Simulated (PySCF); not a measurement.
C₂H₉ClOSi₂, SMILES C[Si](C)(Cl)O[SiH3].

Coordinates come from a PBE-D3(BJ)/def2-SVP optimisation. The values are those of a single conformer.

Two levels are set side by side: TDA-PBE/def2-SVPD (PySCF) and TDA-CAM-B3LYP/def2-SVPD (PySCF). Vertical, same geometry. The lowest singlet is HOMO→LUMO 99 % with PBE and HOMO→LUMO 62 %, HOMO−2→LUMO 10 % with the other functional; states are paired by order. Differences are taken from unrounded values.

```csv
quantity,TDA-CAM-B3LYP
lowest singlet excitation (eV),7.49
lowest triplet excitation (TDA) (eV),7.13
```

Question: What does TDA-PBE give, and how far is it from TDA-CAM-B3LYP? (The exact figures need the calculation; the answer reports its results.)

Answer: 
```tsv
quantity	TDA-PBE	TDA-PBE minus TDA-CAM-B3LYP
lowest singlet excitation (eV)	6.29	-1.21
lowest triplet excitation (TDA) (eV)	6.11	-1.03
```

A lower first singlet is the usual sign of a functional without exact exchange. Differences between two approximate levels are no errors against the true value.

Rough cost on one machine, each run with all the roots and properties that it gave: TDA-CAM-B3LYP against TDA-PBE about 6 times.
